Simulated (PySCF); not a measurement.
**Stretching CeO**

Set-up: PySCF, spin-free X2C with a Gaussian nucleus, basis sets Ce x2c-SVPall, O x2c-SVPall. Energies in eV from Ce (4f1 5d1 6s2) + O in their ground configurations at the same level. State: triplet, about 1.4 electrons in the 4f shell (Mulliken), real f orbitals that mix terms.

```csv
R (Å),B97-3
1.538,-6.486
1.609,-7.518
1.681,-8.105
1.734,-8.322
1.788,-8.389
1.842,-8.336
1.913,-8.121
2.003,-7.685
2.110,-7.009
2.253,-5.981
```

Q: Put a parabola through the three lowest points of the B97-3 curve and estimate Re, k and ωe (reduced mass 14.35 u; 1 eV/Å² = 0.16022 mdyn/Å; ωe = 1302.8·√(k/μ) cm⁻¹).

A: Through R = 1.734, 1.788, 1.842 Å the second-order coefficient is 20.6 eV/Å², so Re ≈ 1.791 Å, k ≈ 6.59 mdyn/Å and ωe ≈ 883 cm⁻¹. A polynomial fit of higher order to the unrounded B97-3 energies gives Re = 1.789 Å, k = 6.62 mdyn/Å, ωe = 885 cm⁻¹; anharmonicity and rounding make the difference.

The higher-order fit for each curve: B97-3: Re = 1.789 Å, ωe = 885 cm⁻¹, De = 8.39 eV.

Spin–orbit coupling is left out, which matters for elements this heavy, above all for dissociation energies. With d or f electrons several states lie close, and the lowest PBE0 determinant need not be the measured ground state.
